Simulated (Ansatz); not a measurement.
Consider the substitution at a C–Te bond: `O=C(S)[TeH]` + `BN` → `BNC(=O)S` + H₂Te.

Isolated molecules relaxed with PBE0-D4/def2-TZVP in Ansatz; ΔE leaves out vibrations. CCSD(T)/CBS adds triple-zeta CCSD(T) − MP2 to the extrapolated MP2 energy (def2 sets, frozen cores). This one scheme is used for every species. Functionals use def2-TZVPP. B3LYP here is the variant with VWN-RPA as its local correlation; programs differ in this. def2 core potentials past Kr. For Te outer-core shells are correlated without core-valence functions, which leaves a few kJ/mol of doubt a bond. Each species was taken in one conformer, which may not be the lowest.

Is it downhill or uphill in electronic energy at CCSD(T)/CBS, and by how much? (Best estimate.)

Computed: Nearly level: ΔE = -1.2 kJ/mol.

What do these levels give: ωB97M-V, B2PLYP, B3LYP, RPA@PBE/def2-TZVPP, SCS-MP2/def2-TZVPP, SCS-MP2/def2-QZVPP? (Estimate.)

Computed: ωB97M-V -13.4, B2PLYP -4.0, B3LYP -4.8, RPA@PBE/def2-TZVPP -5.9, SCS-MP2/def2-TZVPP -5.1, SCS-MP2/def2-QZVPP -0.6 kJ/mol.

Largest T1 diagnostic among the species: 0.016.

At CCSD(T), def2-SVP lies −32.2 kJ/mol from the extrapolated value and def2-TZVPP −7.8 kJ/mol. Leaving LDA and LC-ωPBE aside and taking each functional with its dispersion term where it has one, the values, not all of them listed here, spread over 27.7 kJ/mol, from ωB97X-V to BLYP-D4. LDA lies −13.8 kJ/mol from PBE without D4. From PBE to PBE0 (25 % exact exchange), in def2-TZVPP and without D4, ΔE moves by −13.6 kJ/mol.
